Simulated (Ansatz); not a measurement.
**Match the barriers**

Saddle point of AlH5O3, closed shell (AlH₃O₃ ([OH][Al]([OH])[OH]) + H₂ → AlH₃O₂ ([OH][AlH][OH]) + H₂O (still joined by a long Al–O bond); bonds formed: Al1–H6, O2–H5; bonds broken: H5–H6; bonds weakened to dative contacts: Al1–O2), PBE0-D4/def2-TZVP structure:

Al1  (0.001, -0.078, 0.235)
O2  (0.761, 0.876, -1.138)
O3  (1.003, -0.480, 1.537)
O4  (-1.179, -1.083, -0.461)
H5  (0.034, 1.572, -0.444)
H6  (-0.548, 1.575, 0.461)
H7  (0.421, 0.728, -2.027)
H8  (1.194, -1.366, 1.833)
H9  (-1.686, -1.743, 0.005)
(Å)

Ansatz 0.2.0; basis: def2-TZVPP, with def2-QZVPP for the basis limit; cores frozen in the correlated methods. Extrapolation: Hartree–Fock as exp(−7.88 √X), correlation as X^−2.97. Four methods, as single points on the PBE0-D4 structures, gave these electronic barriers from the start structure: 12.77, 21.24, 25.62, 33.55 kcal/mol.

Task: The methods were, in alphabetical order, CCSD(T), HF, r2SCAN-D4, SPW92. Which gave which? (Judge from chemistry; the calculation decides.)

Result: Computed: SPW92 12.77; r2SCAN-D4 21.24; CCSD(T) 25.62; HF 33.55 kcal/mol. For comparison, CCSD(T) at an estimated basis limit (MP2 extrapolated from triple and quadruple zeta, plus CCSD(T) − MP2 in triple zeta) gives 25.91 kcal/mol.

No T1 diagnostic of these runs exceeds 0.013.

Labels in which every atom is bracketed show which atoms are joined, not bond orders.

For scale, one of the runs: CCSD(T)/def2-TZVPP, 205 basis functions, launched by `ansatz run in.yaml --threads 4 --pin off --events-out ev --progress --plain --max-ram 9574MiB`. Hardware: 4 CPU threads of an Arm Neoverse V1, shared host. Wall time 54 s; peak host memory 2.7 GiB.
